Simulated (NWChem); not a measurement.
# C2H9NSi; SMILES CN[SiH2]C

```xyz
13

Si    -0.6176    -0.6312     0.1398
C      0.9151    -1.6943    -0.1327
N     -0.3729     1.0009    -0.4072
C      0.5755     1.9373     0.1849
H     -1.7687    -1.1398    -0.6583
H     -0.9886    -0.7448     1.5892
H      1.7820    -1.3089     0.4171
H      1.1817    -1.7366    -1.1942
H      0.7360    -2.7180     0.2182
H     -1.1826     1.4613    -0.8063
H      0.2003     2.4401     1.0911
H      1.4937     1.4067     0.4605
H      0.8594     2.7123    -0.5383
```
Atoms are numbered in this order, from 1.

Program: NWChem. Coordinates come from a B3LYP/6-31G* (spherical d) optimisation. Total energies of different functionals are on different scales.

| level | energy (Ha) | highest occupied level (eV) | orbital gap (eV) | dipole (D) |
|---|---|---|---|---|
| B3LYP/def2-SVP | -425.7243 | -6.22 | 7.36 | 0.92 |
| PBE/def2-SVP | -425.3532 | -5.05 | 5.58 | 0.95 |
| KT2/def2-SVP | -430.4625 | -5.14 | 5.51 | 0.92 |
| HCTH/407/def2-SVP | -425.7393 | -5.23 | 5.65 | 0.91 |
| TPSSh/def2-SVP | -425.7354 | -5.75 | 6.86 | 0.96 |
| PW6B95/def2-SVP | -426.1225 | -6.59 | 8.00 | 0.91 |
| LRC-wPBEh/def2-SVP | -425.4476 | [?] | [?] | 0.92 |
| revPBE/def2-SVP | -425.5910 | -5.02 | 5.66 | 0.95 |

**Question.** Fill in the missing entries.

**Answer.** 
- LRC-wPBEh/def2-SVP, highest occupied level (eV): -8.34
- LRC-wPBEh/def2-SVP, orbital gap (eV): 11.45
